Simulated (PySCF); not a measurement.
## Computed properties of Cd(NH2)(SeH) (CdH₃NSe), SMILES [NH2][Cd][SeH]

Cd(NH2)(SeH) (CdH3NSe), SMILES [NH2][Cd][SeH]. The structure is a stationary point at B3LYP-D3(BJ)/def2-SVP. The structure was generated by enumeration; whether it is a known compound was not checked. The def2 effective core potentials stand for the cores of Cd; spin–orbit coupling is left out. One conformer was computed; it need not be the lowest. All values are computed for the isolated molecule unless a solvent is named; none is compared with measurement here.

**Structure.** The optimised structure has Cs symmetry. All 12 harmonic modes at B3LYP-D3(BJ)/def2-SVP (PySCF) are real, so it is a minimum. With heavy atoms numbered as in [Cd:1]([NH2:2])[SeH:5], the shortest bond between them is Cd1–N2 at 2.029 Å and the longest Cd1–Se5 at 2.474 Å.

**Vibrations.** The strongest infrared lines (harmonic, unscaled, degenerate partners summed) lie at 495 cm⁻¹ (124 km/mol, N 49 %, H 45 %), 596 cm⁻¹ (28 km/mol, H 52 %, N 39 %, Cd 9 %), 2397 cm⁻¹ (17 km/mol, H 99 %). The softest mode is at 99 cm⁻¹ and the zero-point energy is 20.0 kcal/mol.

**Electronic structure.** B3LYP/def2-TZVPD (PySCF) places the frontier levels at -6.63 and -1.57 eV, a gap of 5.06 eV, and gives a dipole moment of 1.77 D and a mean polarisability of 76.8 bohr³. PBE/def2-TZVPD (PySCF) at the same geometry gives -5.76 and -2.05 eV, so its gap is 1.35 eV narrower. An orbital gap is neither the optical nor the fundamental gap.

**Excitations.** TDDFT-CAM-B3LYP/def2-SVPD (PySCF) has S1 at 4.48 eV (277 nm, f = 0.032, weak); the most intense of the 10 singlets computed lies at 6.64 eV (f = 0.50). T1 (TDA) is at 4.09 eV. TDDFT-PBE/def2-SVPD (PySCF) puts S1 at 3.85 eV. No vertical singlet excitation falls in the visible range (under 3.1 eV).
